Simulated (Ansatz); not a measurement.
Isolated molecules relaxed with PBE0-D4/def2-TZVP in Ansatz; ΔE leaves out vibrations. CBS: MP2 limit from def2 TZ/QZ plus the TZ coupled-cluster correction, frozen cores. This one scheme is used for every species. DFT in def2-TZVPP. B3LYP here is the variant with VWN-RPA as its local correlation; programs differ in this. For Br outer-core shells are correlated without core-valence functions, which leaves a few kJ/mol of doubt a bond. Scalar relativity is left out up to krypton. One conformer a species, not always the lowest.

Consider the ligand exchange at the Al–O bond: `C[O][Al]([F])[SH]` + HBr → `[F][Al]([SH])[Br]` + CH₃OH.

`C[O][Al]([F])[SH]`:

Cartesian coordinates in Å:
```
C 1.293 0.063 1.252
O 0.014 0.062 0.687
Al -0.709 -0.047 -0.809
F 0.175 -0.216 -2.188
S -2.864 0.035 -0.930
H 2.081 -0.043 0.499
H 1.460 1.000 1.793
H 1.385 -0.762 1.965
H -2.836 -0.093 -2.269
```

HBr:

Z-matrix (Å, degrees):
```
Br
H 1 1.420
```

`[F][Al]([SH])[Br]`:

```xyz
5

F     1.510    0.775   -1.384
Al    0.497    0.247   -0.210
S    -1.377   -0.636   -0.807
Br    1.102    0.465    1.929
H    -1.733   -0.851    0.472
```

CH₃OH:

```xyz
6

C     0.183   -0.303    0.039
O    -0.058    1.084    0.103
H     1.188   -0.472    0.427
H     0.146   -0.687   -0.988
H    -0.521   -0.878    0.654
H    -0.938    1.257   -0.236
```

```json
{"level": "PBE-D4", "ΔE (kJ/mol)": "-29.0", "difference from CCSD(T)/CBS": "-0.8"}
{"level": "r2SCAN-D4", "ΔE (kJ/mol)": "-26.2", "difference from CCSD(T)/CBS": "2.0"}
{"level": "B3LYP-D4", "ΔE (kJ/mol)": "-20.2", "difference from CCSD(T)/CBS": "8.0"}
{"level": "ωB97X-V", "ΔE (kJ/mol)": "-24.7", "difference from CCSD(T)/CBS": "3.5"}
{"level": "B2PLYP", "ΔE (kJ/mol)": "-21.3", "difference from CCSD(T)/CBS": "6.9"}
{"level": "PBE", "ΔE (kJ/mol)": "-29.3", "difference from CCSD(T)/CBS": "-1.1"}
{"level": "B3LYP", "ΔE (kJ/mol)": "-20.4", "difference from CCSD(T)/CBS": "7.8"}
{"level": "HF/def2-TZVPP", "ΔE (kJ/mol)": "-27.3", "difference from CCSD(T)/CBS": "0.9"}
{"level": "MP2/def2-TZVPP", "ΔE (kJ/mol)": "-25.3", "difference from CCSD(T)/CBS": "2.9"}
{"level": "CCSD/def2-TZVPP", "ΔE (kJ/mol)": "-22.2", "difference from CCSD(T)/CBS": "6.0"}
{"level": "CCSD(T)/def2-TZVPP", "ΔE (kJ/mol)": "-22.7", "difference from CCSD(T)/CBS": "5.5"}
{"level": "MP2/def2-QZVPP", "ΔE (kJ/mol)": "-28.0", "difference from CCSD(T)/CBS": "0.2"}
{"level": "CCSD(T)/def2-QZVPP", "ΔE (kJ/mol)": "-25.1", "difference from CCSD(T)/CBS": "3.1"}
{"level": "HF/CBS(def2)", "ΔE (kJ/mol)": "-25.8", "difference from CCSD(T)/CBS": "2.4"}
{"level": "MP2/CBS(def2)", "ΔE (kJ/mol)": "-30.8", "difference from CCSD(T)/CBS": "-2.6"}
{"level": "CCSD/CBS(def2)", "ΔE (kJ/mol)": "-27.7", "difference from CCSD(T)/CBS": "0.5"}
{"level": "CCSD(T)/CBS", "ΔE (kJ/mol)": "-28.2", "difference from CCSD(T)/CBS": "0"}
```

Largest T1 diagnostic among the species: 0.012.
